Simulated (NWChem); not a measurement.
SiHCl₃; SMILES Cl[SiH](Cl)Cl

Program: NWChem. The level has its own optimisation; frequencies are unscaled.

Problem. Estimate the computed values for Hartree-Fock/STO-3G. Quantities: r Cl–Si (Å); r H–Si (Å); highest harmonic frequency (cm⁻¹); lowest (cm⁻¹); zero-point energy (kcal/mol); dipole (D).

Solution. 
| Quantity | Result |
|---|---|
| r Cl–Si (Å) | 2.073 |
| r H–Si (Å) | 1.426 |
| highest harmonic frequency (cm⁻¹) | 2882 |
| lowest (cm⁻¹) | 185 |
| zero-point energy (kcal/mol) | 10.5 |
| dipole (D) | 2.45 |
